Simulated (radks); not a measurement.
Trend from Zn4+ to Hg4+: ionisation energy by Delta-SCF between NIST ground configurations, and size. Method: scalar-relativistic Kohn-Sham, r2SCAN, spin-polarised, spherical densities, finite nucleus; open shells are filled with parallel spins first (spin-orbit coupling, left out, can overturn this in heavy ions); meta-GGA in the generalised Kohn-Sham scheme; Fermi nuclear charge, rms radius of each element as measured or else 0.836 A^(1/3) + 0.57 fm; computed with a radial shooting solver on a logarithmic mesh with Libxc functionals.

species  configuration  IE (eV)  NIST (eV)       kind  -e(HOMO) (eV)  outermost  <r> outermost (bohr)
Zn4+          [Ar] 3d8   83.546         83  semi-emp.    71.849 (3d)         3d                 0.777
Cd4+          [Kr] 4d8   70.016         68     theory    61.626 (4d)         4d                  1.15
Hg4+     [Xe] 4f14 5d8   63.837       61.2       exp.    56.459 (5d)         5d                  1.33

Reference values: NIST Atomic Spectra Database (exp. = measured, semi-emp. = semi-empirical, theory = theoretical value adopted there). Open shells are spherical and high-spin; term and fine-structure splittings are not resolved. Spin-orbit splitting is averaged out at the scalar-relativistic level.
